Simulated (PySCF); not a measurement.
## P⁺: ionisation energy

P⁺ [Ne] 3s2 3p2 (3P) → P²⁺ [Ne] 3s2 3p1 (2P), as a difference of total energies. Calculation: PySCF 2.14, in cc-pV(T+d)Z (5s4p3d1f, 39 functions); no relativity, point nucleus. Correlated levels: valence: [Ne] frozen. The calculations carry no spin-orbit coupling.

| method | ionisation energy (eV) | difference from reference (eV) |
| --- | --- | --- |
| UHF | 19.163 | -0.606 |
| M06-2X | 19.595 | -0.174 |
| B3LYP | 19.739 | -0.030 |
| MP2 (valence) | 19.611 | -0.158 |
| SCS-MP2 (valence) | 19.520 | -0.249 |
| CCSD (valence) | 19.649 | -0.120 |
| CCSD(T) (valence) | 19.685 | -0.084 |

Reference: 19.769 eV (semi-empirical (NIST evaluation); NIST Atomic Spectra Database, ionization energies).

The reference lies between the lowest fine-structure levels, while these numbers refer to the centres of the terms.

Errors of the correlated levels include the incompleteness of this basis and the frozen core.
